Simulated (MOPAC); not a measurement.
Input for MOPAC: AM1 on CH6AlN (SMILES C[NH][AlH2]), a point of a torsion scan.

```
AM1 1SCF PRECISE CHARGE=0 THREADS=1
CH6AlN

C     -1.31762914 1     0.25752136 1     0.24306053 1
N     -0.07455047 1    -0.45405525 1    -0.05648353 1
Al     1.57623283 1     0.11169073 1    -0.42642491 1
H     -2.08385706 1     0.05568600 1    -0.51211496 1
H     -1.11424112 1     1.32775361 1     0.24986417 1
H     -1.71532217 1    -0.02343668 1     1.22276036 1
H     -0.25286342 1    -1.45678845 1    -0.03779623 1
H      2.14985572 1     1.43092172 1     0.13243689 1
H      2.47929432 1    -0.72082810 1    -1.35651353 1
```

It printed:

```
*******************************************************************************
 **                                                                           **
 **                              MOPAC v23.2.5                                **
 **                                                                           **
 *******************************************************************************
 ** MOPAC's Digital Object Identifier: https://doi.org/10.5281/zenodo.6511958 **
 **                                                                           **
 ** Please cite the open-source release paper for use of this MOPAC version:  **
 ** J. E. Moussa and J. J. P. Stewart (2026)                                  **
 ** MOPAC: An open-source semiempirical molecular orbital program             **
 ** J. Open Source Softw., 11(119), 8025, https://doi.org/10.21105/joss.08025 **
 *******************************************************************************

                              AM1 CALCULATION RESULTS

 *******************************************************************************
 *  AM1        - The AM1 Hamiltonian to be used
 *
 *
 *
 *                 CHARGE ON SYSTEM = 0
 *
 *
 *
 *  PRECISE    - TIGHTER CRITERIA TO BE USED
 *  1SCF       - DO 1 SCF AND THEN STOP
 *  THREADS=1  - MULTI-THREADING NOT USED
 *  T=         - A TIME OF 172800.0 SECONDS REQUESTED
 *  DUMP=N     - RESTART FILE WRITTEN EVERY 7200.0 SECONDS REQUESTED
 *******************************************************************************
AM1 1SCF PRECISE CHARGE=0 THREADS=1
 CH6AlN

   ATOM   CHEMICAL          X               Y               Z
  NUMBER   SYMBOL      (ANGSTROMS)     (ANGSTROMS)     (ANGSTROMS)

     1       C         -1.31762914  *   0.25752136  *   0.24306053  *
     2       N         -0.07455047  *  -0.45405525  *  -0.05648353  *
     3      Al          1.57623283  *   0.11169073  *  -0.42642491  *
     4       H         -2.08385706  *   0.05568600  *  -0.51211496  *
     5       H         -1.11424112  *   1.32775361  *   0.24986417  *
     6       H         -1.71532217  *  -0.02343668  *   1.22276036  *
     7       H         -0.25286342  *  -1.45678845  *  -0.03779623  *
     8       H          2.14985572  *   1.43092172  *   0.13243689  *
     9       H          2.47929432  *  -0.72082810  *  -1.35651353  *



          CARTESIAN COORDINATES

    NO.       ATOM           X           Y           Z

     1         C         -1.3176      0.2575      0.2431
     2         N         -0.0746     -0.4541     -0.0565
     3        Al          1.5762      0.1117     -0.4264
     4         H         -2.0839      0.0557     -0.5121
     5         H         -1.1142      1.3278      0.2499
     6         H         -1.7153     -0.0234      1.2228
     7         H         -0.2529     -1.4568     -0.0378
     8         H          2.1499      1.4309      0.1324
     9         H          2.4793     -0.7208     -1.3565

  H: (AM1): M.J.S. DEWAR ET AL, J. AM. CHEM. SOC. 107 3902-3909 (1985)
  C: (AM1): M.J.S. DEWAR ET AL, J. AM. CHEM. SOC. 107 3902-3909 (1985)
  N: (AM1): M.J.S. DEWAR ET AL, J. AM. CHEM. SOC. 107 3902-3909 (1985)
 Al: (AM1): M. J. S. Dewar, A. J. Holder, Organometallics, 9, 508-511 (1990).

           Empirical Formula: C H6 N Al  =     9 atoms



      MOLECULAR POINT GROUP   :   C1


      RHF CALCULATION, NO. OF DOUBLY OCCUPIED LEVELS = 9


 -------------------------------------------------------------------------------
 AM1 1SCF PRECISE CHARGE=0 THREADS=1
 CH6AlN



     1SCF WAS SPECIFIED, SO BFGS WAS NOT USED
     SCF FIELD WAS ACHIEVED


                              AM1 CALCULATION
                                                       MOPAC v23.2.5 Linux




          FINAL HEAT OF FORMATION =         -6.11629 KCAL/MOL =     -25.59056 KJ/MOL


          COSMO AREA              =        109.47 SQUARE ANGSTROMS
          COSMO VOLUME            =         95.57 CUBIC ANGSTROMS

          IONIZATION POTENTIAL    =          9.412507 EV
          HOMO LUMO ENERGIES (EV) =         -9.413 -0.280
          NO. OF FILLED LEVELS    =          9
          MOLECULAR WEIGHT        =         59.0466         POINT GROUP:  C1

          MOLECULAR DIMENSIONS (Angstroms)

            Atom       Atom       Distance
            H     9    H     6     4.97331
            H     8    H     7     3.43365
            H     4    H     8     1.78101


          SCF CALCULATIONS        =          1





   ATOM   CHEMICAL          X               Y               Z
  NUMBER   SYMBOL      (ANGSTROMS)     (ANGSTROMS)     (ANGSTROMS)

     1       C         -1.31762914  *   0.25752136  *   0.24306053  *
     2       N         -0.07455047  *  -0.45405525  *  -0.05648353  *
     3      Al          1.57623283  *   0.11169073  *  -0.42642491  *
     4       H         -2.08385706  *   0.05568600  *  -0.51211496  *
     5       H         -1.11424112  *   1.32775361  *   0.24986417  *
     6       H         -1.71532217  *  -0.02343668  *   1.22276036  *
     7       H         -0.25286342  *  -1.45678845  *  -0.03779623  *
     8       H          2.14985572  *   1.43092172  *   0.13243689  *
     9       H          2.47929432  *  -0.72082810  *  -1.35651353  *

                             CARTESIAN COORDINATES

   1    C       -1.317629140     0.257521360     0.243060530
   2    N       -0.074550470    -0.454055250    -0.056483530
   3   Al        1.576232830     0.111690730    -0.426424910
   4    H       -2.083857060     0.055686000    -0.512114960
   5    H       -1.114241120     1.327753610     0.249864170
   6    H       -1.715322170    -0.023436680     1.222760360
   7    H       -0.252863420    -1.456788450    -0.037796230
   8    H        2.149855720     1.430921720     0.132436890
   9    H        2.479294320    -0.720828100    -1.356513530


           Empirical Formula: C H6 N Al  =     9 atoms



      MOLECULAR POINT GROUP   :   C1


                  EIGENVALUES
 -34.56216 -25.45561 -16.65790 -15.35550 -14.53827 -13.24328 -12.09772 -10.82763
  -9.41251  -0.27981   1.22474   2.55197   2.89882   4.24268   4.49365   4.82300
   5.24423   6.07303


              NET ATOMIC CHARGES AND DIPOLE CONTRIBUTIONS

  ATOM NO.   TYPE          CHARGE      No. of ELECS.   s-Pop       p-Pop
    1          C          -0.075656        4.0757     1.21494     2.86072
    2          N          -0.449463        5.4495     1.51518     3.93429
    3         Al           0.282948        2.7171     1.04936     1.66769
    4          H           0.061788        0.9382     0.93821
    5          H           0.075672        0.9243     0.92433
    6          H           0.059629        0.9404     0.94037
    7          H           0.169206        0.8308     0.83079
    8          H          -0.061380        1.0614     1.06138
    9          H          -0.062744        1.0627     1.06274
 DIPOLE           X         Y         Z       TOTAL
 POINT-CHG.    -0.319     0.142     0.082     0.359
 HYBRID        -1.172    -0.630     0.302     1.365
 SUM           -1.491    -0.488     0.384     1.615


          ATOMIC ORBITAL ELECTRON POPULATIONS

     Atom    s        px        py        pz
    1  C   1.21494   0.88661   0.98162   0.99249
    2  N   1.51518   1.14610   1.09826   1.68993
    3 Al   1.04936   0.55848   0.66601   0.44320
    4  H   0.93821
    5  H   0.92433
    6  H   0.94037
    7  H   0.83079
    8  H   1.06138
    9  H   1.06274

 **********************
 *                    *
 * JOB ENDED NORMALLY *
 *                    *
 **********************




 == MOPAC DONE ==
```

The run finished.

Cost: around 0.020 core-seconds (rough).
